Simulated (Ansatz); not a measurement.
Geometry optimisation, Ansatz 0.2.0, UHF/def2-SVP.

Input file:

```yaml
crystal:
  periodic: [false, false, false]
  atoms:
    - { symbol: Al, position_ang: [0.0, -8.0e-06, -0.084611] }
    - { symbol: F, position_ang: [0.0, -3.0e-06, 1.574249] }
    - { symbol: F, position_ang: [1.414135, 4.0e-06, -0.891115] }
    - { symbol: F, position_ang: [-1.414135, 4.0e-06, -0.891115] }
    - { symbol: F, position_ang: [0.0, 3.0e-06, 3.922593] }
magnetization:
  spin_polarized: true
  initial_magnetization: 1
basis:
  gaussian: { orbitals: def2-SVP }
hamiltonian:
  xc: hf
relax:
  f_tol: 0.03
  max_steps: 50
```

Launched with:

```bash
$ ansatz run input.yaml --threads 1 --pin off --max-ram 2048MiB --backend cpu --events-out ev --progress --plain --runs-dir out
```

Question: Where does it end, and by what steps?

Answer: It converged. After 4 steps the energy has fallen by 0.047 eV; F5 moved furthest, 0.27 Å.

| step | energy less start (eV) | largest force component (eV/Å) | accepted |
| --- | --- | --- | --- |
| 0 | 0.0000 | 1.181 | yes |
| 1 | -0.0281 | 0.654 | yes |
| 2 | -0.0433 | 0.280 | yes |
| 3 | -0.0470 | 0.096 | yes |
| 4 | -0.0473 | 0.012 | yes |

```xyz
5
Properties=species:S:1:pos:R:3
Al 0.000 0.000 -0.143
F 0.000 0.001 1.487
F 1.412 0.000 -0.955
F -1.412 0.000 -0.955
F 0.000 0.000 4.196
```

Time of the run: 15 s on 1 thread of Intel(R) Xeon(R) Platinum 8488C (Sapphire Rapids), on a shared host, peak memory 0.18 GiB.
